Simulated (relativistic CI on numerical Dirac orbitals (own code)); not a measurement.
Kr34+: sensitivity of the levels to the model

Base calculation: Dirac-Coulomb-Breit CI, separate exchange-only KLI orbitals for each configuration, model QED (radiative potential, 1s self-energy scaled to tabulated hydrogen-like ionisation energies), unscaled Slater integrals.

Configurations in the expansion: 1s2, 1s 2s, 1s 2p, 1s 3s, 1s 3p, 1s 3d, 1s 4s, 1s 4p, 1s 4d, 1s 4f, 1s 5s, 1s 5p, 1s 5d, 1s 5f, 1s 5g, 1s 6s, 1s 6p, 1s 6d. Levels of other configurations are missing.

Variants: (1) P86 correlation estimate; (2) non-relativistic limit. Shifts of the energy above 1s2 1S_0, in eV, for the lowest level and the first level of each name with at least 55 % of one term (blank where a level changes its place among those of its configuration and J or its character, or is not in the variant):

```tsv
Level	Base	Δ(1)	Δ(2)
1s2 1S_0	0.0	0.0	0.0
1s 2s 3S_1	12977.6	+1.7	-179.4
1s 2p 3P°_0	13021.9	+1.8	-187.4
1s 2p 3P°_1	13024.6	+1.8	-190.1
1s 2s 1S_0	13025.0	+1.7	-185.6
1s 2p 3P°_2	13089.3	+1.8	-254.8
1s 2p 1P°_1	13113.2	+1.8	-247.0
1s 3s 3S_1	15394.1	+2.0	-238.9
1s 3p 3P°_0	15406.3	+1.9	-241.0
1s 3s 1S_0	15406.8	+2.0	-240.6
1s 3p 3P°_1	15407.1	+1.9	-241.8
1s 3p 3P°_2	15426.4	+1.9	-261.0
1s 3d 3D_2	15432.2	+1.9	-261.0
1s 3d 3D_1	15432.6	+1.9	-261.3
```

At this charge energies of transitions that change n are usually good to better than 1 %, and those within a shell (Δn = 0) to a few per cent.

Ionisation energy from the two ground configurations alone: base 17294.6 eV. The NIST ASD value (theoretical) is 17296.4 eV.

LS names give the leading component of a level, which can be under half, so a name can repeat, a term be missing and a line seem to break the LS rules.
